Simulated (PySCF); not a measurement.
# Dipole response of Al³⁺ (aluminium, charge +3)

[Ne], closed-shell 1S. Computed with PySCF 2.14 in aug-cc-pwCVTZ, with the non-relativistic Hamiltonian (point nucleus). Coupled (time-dependent) response in atomic units; α is the mean over directions.

```json
{"method": "UHF", "mean α (bohr³)": "0.2623", "C₆ (like pair)": "0.2416", "S(−4)": "0.01460"}
{"method": "PBE", "mean α (bohr³)": "0.2797", "C₆ (like pair)": "0.2615", "S(−4)": "0.01763"}
{"method": "PBE0", "mean α (bohr³)": "0.2743", "C₆ (like pair)": "0.2555", "S(−4)": "0.01664"}
{"method": "PBEsol", "mean α (bohr³)": "0.2799", "C₆ (like pair)": "0.2621", "S(−4)": "0.01760"}
{"method": "TPSSh", "mean α (bohr³)": "0.2759", "C₆ (like pair)": "0.2578", "S(−4)": "0.01689"}
```

S(−4) is the Cauchy moment in α(ω) = α(0) + S(−4) ω² + …

α(iu) at TPSSh:

| u (hartree) | α(iu) (bohr³) |
| --- | --- |
| 0 | 0.2759 |
| 0.0500 | 0.2758 |
| 0.100 | 0.2757 |
| 0.200 | 0.2752 |
| 0.300 | 0.2744 |
| 0.500 | 0.2718 |
| 0.750 | 0.2668 |
| 1.00 | 0.2603 |
| 1.50 | 0.2437 |
| 2.00 | 0.2246 |
| 3.00 | 0.1857 |
| 5.00 | 0.1241 |

For an ion, C₆ is the dispersion term alone; charge-induced terms of lower order in 1/R come first.
